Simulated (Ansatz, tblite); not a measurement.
Forces on the cluster Ni2O2 at its PBE-D4/def2-SVP geometry. Charge 0, multiplicity 1.

The xTB rows come from tblite. The structure holds 1 bond(s) between oxygen atoms. The restricted singlet is unstable towards broken spin symmetry in Hartree–Fock (as tested in another run); at PBE-D4/def2-TZVP this wasn't settled. Another isomer (quintet) lies 3.30 eV lower at PBE0-D4/def2-TZVP; other spin states weren't run for this one.

GFN1-xTB (tblite), largest force 2.35 eV/Å:

```xyz
4
positions Å, forces eV/Å
Ni   -1.256    0.297   -0.582    2.161    0.423    0.820
Ni    0.632    1.250   -0.218   -1.760   -1.553    0.062
O    -0.004   -0.210    0.573    0.174    0.034   -1.011
O     0.629   -1.337    0.227   -0.575    1.095    0.129
```

GFN2-xTB (tblite), largest force 1.44 eV/Å:

```
Ni 0.250 -0.839 0.632
Ni 0.331 -0.797 0.646
O -0.081 0.645 -1.283
O -0.499 0.992 0.005
```

PBE-D4/def2-TZVP (Ansatz), largest force 1.14 eV/Å:

```
Ni -1.046 -0.340 -0.276
Ni 0.924 0.652 0.102
O 0.050 -0.148 0.107
O 0.072 -0.165 0.067
```
